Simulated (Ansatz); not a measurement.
Problem. Name a neutral molecule of C, In, N, O and H with vertical ionisation energy (CCSD(T)/def2-TZVPP) between 9.25 and 9.55 eV and size of the dipole moment (PBE/def2-TZVPP) between 3.60 and 3.90 D (Ansatz, PBE0-D4/def2-TZVP geometry).

Solution. `N=C(O)[O][InH2]` (9.40 eV, 3.68 D). Other molecules can fit too; these were computed, each in one conformer that needn't be the lowest.
